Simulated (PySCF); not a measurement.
**[YbCl4]− at several levels of theory**

Computed with PySCF 2.14.0 (density fitting, no spin-orbit coupling) at the geometry relaxed with PBE0:

```xyz
5
[YbCl4]− (singlet in the valence; each metal's 4f electrons, 13 of them, lie in its core potential, out of spins and levels)
Yb    0.0000    0.0000    0.0000
Cl    1.4351    1.4351    1.4351
Cl   -1.4351   -1.4351    1.4351
Cl    1.4351   -1.4351   -1.4351
Cl   -1.4351    1.4351   -1.4351
```

```csv
level,basis,state,HOMO (eV),gap (eV),charge on Yb1 (e),population of f-type functions on Yb1 (polarisation alone where 4f lies in the core),dipole about the centre of mass (D),largest force component (eV/Å)
PBE0,"Yb lcecp-1-SVP with ECP59, Cl def2-SVP",singlet,-4.48,8.11,0.70,0.03,0.00,0.01
revPBE,the same,singlet,-2.99,6.15,0.57,0.03,0.00,0.13
BP86,the same,singlet,-3.12,6.26,0.50,0.03,0.00,0.05
```

In the lcecp rows the 4f levels are missing from HOMO and gap, and the state counts the valence alone.

Charges are Mulliken's, which hang on the basis. The relaxation used the grid (50, 194), these runs (75, 302) or, all-electron (x2c bases, spin-free X2C Hamiltonian), (99, 590).

Task: What does PBE0 with Yb lcecp-1-TZVP with ECP59, Cl def2-TZVP give here?

Result: state singlet, HOMO (eV) -4.74, gap (eV) 8.23, charge on Yb1 (e) 1.30, population of f-type functions on Yb1 (polarisation alone where 4f lies in the core) 0.05, dipole about the centre of mass (D) 0.00, largest force component (eV/Å) 0.01. Time: 16 s on 2 threads of Arm Neoverse V1, with other jobs on the host, from free ions and atoms.

In the first row's basis the gap widens with exact exchange: 6.2 to 6.3 eV for revPBE, BP86 (none); 8.1 eV for PBE0 (a fixed share).

An lcecp potential fixes the number of 4f electrons, so in runs with it no electron can move into or out of that shell.
